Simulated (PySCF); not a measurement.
**Assignment exercise: C3H11NO2Si3**

Structure with atom numbers: `[CH3:1][C:2](=[O:3])[C:4](=[O:5])[SiH2:6][N:7]([SiH3:8])[SiH3:9]`. Each H is labelled by its parent atom.

All values are calculated (PySCF 2.14.0 with density-fitted response routines): shieldings: GIAO PBE0/pcSseg-1, geometry: GFN2-xTB. No relativistic terms, a single conformation, rapidly exchanging positions averaged, in vacuum.

Chemical shifts δ = σref − σ; $^{13}$C and $^{1}$H against TMS, all at this level.

Question: Assign these signals to the numbered atoms. $^{13}$C{$^{1}$H} NMR (computed): δ 243.6 (C), 204.7 (C), 23.1 (CH3).

Answer: 
243.6 → C4, carbonyl carbon
204.7 → C2, ketone carbonyl carbon: low-lying n→π* states of the double bond to the heteroatom give a large paramagnetic term (-276 ppm)
23.1 → C1, methyl carbon α to a carbonyl: α to the electron-withdrawing carbonyl group

Question: Assign these signals to the numbered atoms. $^{1}$H NMR (400 MHz, computed): δ 5.33 (s, 2H), 4.82 (s, 6H), 2.28 (s, 3H).

Answer: 
5.33 → H(Si6), hydrogen on a silicon bonded to C, N
4.82 → H(Si8)/H(Si9), hydrogen on a silicon bonded to N
2.28 → H(C1), hydrogen on a methyl carbon α to a carbonyl: α to C=O

Shifts are as computed. Against solution values, carbons near 30 ppm lie about +3 ppm off and those near 130 ppm about +5 ppm. Of 1211 compounds with measured shifts, 218 miss one by over three times the rms of a fit or turn the order of signals round; such compounds aren't used in these exercises. Multiplicities follow the n + 1 count of equivalent neighbours, as no J values were calculated; m marks all less simple cases, F and P coupling included.
